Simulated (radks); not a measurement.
Results of a calculation; reference values are marked as such.
The nuclear charge of neutral germanium is varied continuously with 32 electrons held in [Ar] 3d10 4s2 4p2. Code: a radial shooting solver on a logarithmic mesh with Libxc functionals. Model: Dirac Kohn-Sham, PBEsol, spin-unpolarised, spherical densities, point nucleus; open shells are shared between the two j in proportion to 2j + 1. By the Hellmann-Feynman theorem dE/dZ = E(electron-nucleus)/Z, the electronic potential at the nucleus.

| Z | E (hartree) | E(electron-nucleus)/Z (hartree) | HOMO | e(HOMO) (eV) | <r> HOMO (bohr) |
|---|---|---|---|---|---|
| 31.8 | -2065.88159 | -156.883 | 4p3/2 | -2.350 | 3.100 |
| 32 | -2097.39331 | -158.233 | 4p3/2 | -3.835 | 2.903 |
| 32.2 | -2129.17480 | -159.581 | 4p3/2 | -5.469 | 2.745 |
| 32.4 | -2161.22564 | -160.927 | 4p3/2 | -7.236 | 2.614 |
| 32.6 | -2193.54547 | -162.271 | 4p3/2 | -9.126 | 2.502 |
| 32.8 | -2226.13407 | -163.615 | 4p3/2 | -11.131 | 2.404 |
| 33 | -2258.99124 | -164.957 | 4p3/2 | -13.245 | 2.318 |

The central difference of E at Z = 32 is -158.233 hartree, to compare with the third column; the second derivative is -6.74 hartree.
